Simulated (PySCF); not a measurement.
F₂H₂OSn, SMILES [OH][SnH]([F])[F]. Geometry optimised at B3LYP-D3(BJ)/def2-SVP. The def2 effective core potentials stand for the cores of Sn; spin–orbit coupling is left out. The values are those of a single conformer.

Method: PySCF with B3LYP-D3(BJ)/def2-SVP.

Harmonic wavenumbers (cm⁻¹): 123, 175, 190, 215, 528, 546, 633, 646, 651, 868, 1992, 3814. Rotational constants (GHz): 4.468, 4.311, 2.853; symmetry number 1.

Q: Work out the zero-point energy and the ideal-gas rigid-rotor harmonic-oscillator thermochemistry at 298.15 K and 1 atm.

A: ZPE = ½ Σ hcν = ½ × 10381 cm⁻¹ = 14.84 kcal/mol. H − E(el) = 19.27 kcal/mol. Entropy in cal/(mol K): translation 41.38, rotation 26.17, vibration 12.11, total 79.66. G − E(el) = -4.49 kcal/mol. Cp = 21.14 cal/(mol K). Modes under 150 cm⁻¹ make the vibrational entropy uncertain.
